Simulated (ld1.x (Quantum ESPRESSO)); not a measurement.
## mercury: excitation energies, all-electron against TM

```
Element                 : mercury
Generator               : ld1.x (Quantum ESPRESSO) 7.5
Type                    : norm-conserving Troullier–Martins (Kleinman–Bylander form)
Functional              : PBEsol
Relativity              : scalar-relativistic
Frozen core             : [Kr] 4d10 4f14 5s2
Valence charge          : 18
Reference configuration : 5p6 5d10 6s2 6p0
Partial waves           : 5p (bound): rc 1.75 bohr; 5d (bound): rc 1.35 bohr; 6s (bound): rc 1.90 bohr
Local potential         : the s channel
Core correction         : Bessel-smoothed model core inside 1.05 bohr
```

Energies are relative to the spin-unpolarised reference configuration 5p6 5d10 6s2 6p0; without spin polarisation the order of configurations can differ from experiment.

Question: Give the all-electron excitation energy and the error of the potential for: 5p6 5d10 6s1 6p0; 5p6 5d10 6s0 6p0; 5p6 5d9 6s0 6p0; 5p6 5d10 6s0 6p2; 5p6 5d9 6s2 6p1; 5p6 5d10 6s0 6p1; 5p6 5d8 6s0 6p0.

Answer:

| valence configuration | charge | ΔE all-electron (eV) | error AE − PS (meV) |
| --- | --- | --- | --- |
| 5p6 5d10 6s1 6p0 | +1 | 10.740 | -10 |
| 5p6 5d10 6s0 6p0 | +2 | 29.744 | -47 |
| 5p6 5d9 6s0 6p0 | +3 | 65.298 | -88 |
| 5p6 5d10 6s0 6p2 | 0 | 12.711 | -1479 |
| 5p6 5d9 6s2 6p1 | 0 | 10.414 | -774 |
| 5p6 5d10 6s0 6p1 | +1 | 18.248 | -1073 |
| 5p6 5d8 6s0 6p0 | +4 | 115.081 | -271 |

Levels in the configuration 5p6 5d8 6s0 6p0:

```csv
level,all-electron (eV),pseudo (eV)
5p,-116.478,-116.872
5d,-57.251,-57.497
```
